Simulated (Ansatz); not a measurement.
def2 core potentials replace the inner electrons of Te.

Cartesian coordinates (Å):
```xyz
13

C     -0.0085     1.0899    -0.4696
C     -0.1401    -0.4151    -0.3021
C     -1.5154    -0.8713     0.1695
Te     1.3619    -1.1462     1.1467
O      2.8787    -0.0092     0.4330
H     -0.2907     1.6204     0.4548
H     -0.6707     1.4421    -1.2806
H      1.0241     1.3667    -0.7291
H      0.1240    -0.9222    -1.2418
H     -1.7864    -0.4046     1.1306
H     -2.2833    -0.5824    -0.5692
H     -1.5752    -1.9658     0.2890
H      2.8815     0.7977     0.9689
```
Charge 0, spin multiplicity 1.

Calculation: Ansatz (an electronic-structure program) with frozen-core CCSD(T)/def2-TZVPP // B3LYP-D3(BJ)/def2-SVP.

```yaml
HF energy: -460.18277 Ha
MP2 correlation energy: -1.24756 Ha
```

Question: Estimate the CCSD correlation energy, the (T) correction, the total energy and the T1 diagnostic.

Answer: 
- CCSD correlation energy: -1.25776 Ha
- (T) correction: -0.04491 Ha
- CCSD(T) total energy: -461.48544 Ha
- T1 diagnostic: 0.012
